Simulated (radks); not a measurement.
Results of a calculation; reference values are marked as such.
Q: The calcium ion Ca3+, configuration [Ne] 3s2 3p5. Level of theory: Dirac Kohn-Sham, PBE, spin-unpolarised, spherical densities, point nucleus; open shells fill j = l - 1/2 first (a radial shooting solver on a logarithmic mesh with Libxc functionals). Some entries of the table are withheld. Estimate them.

orbital  occ.  eigenvalue (eV)  <r> (bohr)
1s1/2       2        -3985.490     0.07684
2s1/2       2        -449.9330      0.3639
2p1/2       2        -372.8876         (1)
2p3/2       4        -369.1923         (2)
3s1/2       2         -79.3233       1.124
3p1/2       2         -59.9336         (3)
3p3/2       3         -59.5080         (4)

A: 
(1) 2p1/2 <r> (bohr): 0.3257
(2) 2p3/2 <r> (bohr): 0.3282
(3) 3p1/2 <r> (bohr): 1.202
(4) 3p3/2 <r> (bohr): 1.208
